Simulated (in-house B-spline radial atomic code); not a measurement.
A run on an ion of nuclear charge 24 with 24.6 electrons that did not converge. Method: scalar-relativistic (X2C) r2SCAN, spin-polarised, spherical fractional occupations, Fermi nucleus of rms radius 3.6452 fm; computed with an all-electron radial atomic-structure program (B-spline basis).

Command:
```bash
python run_scf.py task.json out
```
Settings (nuclear radius in fm, mass in u):
```
Z                24
configuration    [Ar] 3d5 4s1.6
hamiltonian      x2c
method           r2scan
spin_polarised   True
nucleus          fermi
rms_radius       3.6452
atomic_mass      51.9405
speed_of_light   137.035999084
```

First and last ten iterations of the last attempt (damped for 15 steps, keeping 80 % of the old Fock matrix, then DIIS):
```
 iter        energy (Eh)    residual
    1       -1050.798034    4.42e-02
    2       -1050.802860    3.85e-03
    3       -1050.803599    2.11e-03
    4       -1050.803699    1.71e-03
    5       -1050.803733    1.46e-03
    6       -1050.803756    1.26e-03
    7       -1050.803772    1.09e-03
    8       -1050.803785    9.42e-04
    9       -1050.803794    8.15e-04
   10       -1050.803802    7.06e-04
  111       -1050.538255    1.76e-01
  112       -1050.645521    1.20e-01
  113       -1043.009923    1.90e-01
  114       -1043.349184    1.88e-01
  115       -1041.419824    1.88e-01
  116       -1050.423420    3.19e-02
  117       -1050.546382    5.04e-02
  118       -1050.587180    5.51e-02
  119       -1050.798578    9.34e-03
  120       -1043.162503    1.82e-01
 not converged after 120 iterations
```

The smallest residual met was 1.2e-04; the threshold is about 2e-07. No energy from this run should be used. The likely cause: this method binds the added charge weakly or not at all at the basis-set limit, so charge moves back and forth between the atom and the box. Run time, properties included: 2.6 s on 1 thread of Arm Neoverse V1, on a shared host.
